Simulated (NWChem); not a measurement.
System: CH$_{3}$FMg; SMILES [CH3][Mg][F]

The following NWChem deck was run.

```
start job
memory heap 200 mb stack 900 mb global 1100 mb
geometry units angstroms noautosym nocenter noautoz
  Mg    -0.077021     0.280852     0.001357
  F      0.200700     2.024702    -0.001121
  C     -0.403602    -1.771537     0.004276
  H      0.062229    -2.259015    -0.868585
  H     -1.479419    -2.013070    -0.023262
  H      0.014685    -2.249260     0.906114
end
basis spherical
  * library def2-svp
end
dft
  xc xcamb88 1.00 lyp 0.81 vwn_5 0.19 hfexch 1.00
  cam 0.33 cam_alpha 0.19 cam_beta 0.46
  iterations 150
end
property
  efieldgrad
end
task dft property
```

The geometry was optimised at PBE0/def2-SVP.

Vzz is the largest principal value of the second derivative of the potential at the nucleus (NWChem prints the opposite sign); η is the asymmetry. Non-relativistic.

Atoms are numbered as in the input.

Give the results of this calculation. (CAM-B3LYP/def2-SVP.) Quantities: Vzz Mg1 (a.u.); η Mg1.


```
Property         Value
--------------  ------
Vzz Mg1 (a.u.)  -1.026
η Mg1             0.00
```
